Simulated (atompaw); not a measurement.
Before and after: PAW (atompaw) potential for neon

```
Element                 : Ne (Z = 10)
Generator               : atompaw 4.2.0.5
Type                    : PAW
Functional              : LDA (PW92)
Relativity              : scalar-relativistic
Frozen core             : [He]
Valence charge          : 8
Reference configuration : 2s2 2p6
Partial waves           : 2s (bound): rc 0.80 bohr; 2s channel at 1.35 Ry: rc 0.80 bohr; 2p (bound): rc 1.15 bohr; 2p channel at 2.35 Ry: rc 1.15 bohr
Local potential         : ultrasoft scheme with l = 2 at 0 Ry, radius 1.05 bohr
Core correction         : smooth core density matched at 0.60 bohr
Augmentation charge     : sinc compensation charge, radius 0.95 bohr; PAW radius 1.15 bohr; waves and projectors: custom polynom vanderbiltortho
```

Change: wave 2s channel at 1.35 Ry: rc 0.80 bohr becomes 2s channel at 1.35 Ry: rc 0.72 bohr.

Cutoffs: the cutoffs (Ry, on a coarse ladder) from which the occupation-weighted sum of valence levels, in a spherical-Bessel basis at the reference potential, stays within 10 and 1 mRy of its value at 400 Ry; they do not see the model core or the augmentation charge, which bear on the density cutoff.

Task: What does the change do?

Result: The potential gets neither clearly harder nor softer (70 Ry and 110 Ry → 70 Ry and 100 Ry); the p channel sets the loose cutoff, while the largest relative change is in s, which becomes harder; neither file shows a bound ghost.

```tsv
quantity	base	changed
cutoff, loose	70 Ry	70 Ry
cutoff, tight	110 Ry	100 Ry
loose cutoff by channel (10 mRy a level)	s 30 Ry, p 45 Ry	s 40 Ry, p 45 Ry
bound ghosts	none	none
s: phases at 1.15 bohr within 0.05 rad from the reference energy up to (Ry; the scan ends near 5)	to the end of the scan	to the end of the scan
p: phases at 1.15 bohr within 0.05 rad from the reference energy up to (Ry; the scan ends near 5)	to the end of the scan	to the end of the scan
lowest overlap eigenvalue by channel	s 0.66, p 0.95	s 0.87, p 0.95
```

 The cutoffs see the waves, projectors and local potential, not the compensation charge or the core.
